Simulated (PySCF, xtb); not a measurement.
CuI, SMILES [Cu][I], multiplicity 1.

xtb with GFN2-xTB at its own geometry gives an orbital gap of 5.23 eV and a dipole moment of 9.48 D.

The structure is a stationary point at PBE0-D3(BJ)/def2-TZVP. The multiplicity is an assumed one; other spin states were not compared. The def2 effective core potentials stand for the cores of I; spin–orbit coupling is left out.

What does CAM-B3LYP/def2-TZVPD (PySCF) give? (The exact figures need the calculation; the answer reports its results.)

gap 5.92 eV (levels -8.09 and -2.17 eV), dipole 4.72 D.
